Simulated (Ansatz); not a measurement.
Born–Oppenheimer molecular dynamics of CH$_{5}$BO$_{2}$ (9 atoms, charge 0, multiplicity 1). It starts from a relaxed structure.

Level of theory: RKS PBE-D4/def2-SVP in Ansatz.

```json
{
  "ensemble": "NVT, Nosé–Hoover chain",
  "time step": "0.5 fs",
  "steps asked": "150",
  "set temperature": "500 K",
  "thermostat": "time constant 20 fs, chain length 5",
  "seed": "868602"
}
```

First frame:

```xyz
9
Properties=species:S:1:pos:R:3
B -0.059 -0.202 -0.111
O 0.127 -0.162 1.257
H -0.696 0.043 1.733
O 1.041 -0.479 -0.881
H 1.824 -0.625 -0.317
C -1.456 0.021 -0.821
H -2.012 -0.941 -0.865
H -2.110 0.745 -0.291
H -1.331 0.366 -1.866
```

Task: How far do the bonds stretch over the last three quarters of this one trajectory? (Pairs bonded in most of those frames.)

Result: 
```
 bond  mean (Å)  spread (Å)  shortest  longest
B1–O2     1.380       0.028      1.33     1.45
B1–O4     1.382       0.035      1.31     1.43
B1–C6     1.593       0.034      1.54     1.65
O2–H3     0.974       0.028      0.93     1.02
O4–H5     0.980       0.038      0.92     1.04
C6–H7     1.115       0.023      1.07     1.15
C6–H8     1.125       0.055      1.04     1.20
C6–H9     1.112       0.025      1.07     1.16
```

Mean temperature of the second half: 501 K. The conserved energy stayed within 0.66 meV per atom of its start (net change 0.27 meV per atom), so the integration is sound. A run of 0.075 ps of so small a system gives no equilibrium averages.

The run took 2.4 min on 1 thread of Intel(R) Xeon(R) 6975P-C (Granite Rapids) (shared host), peak memory 0.16 GiB.
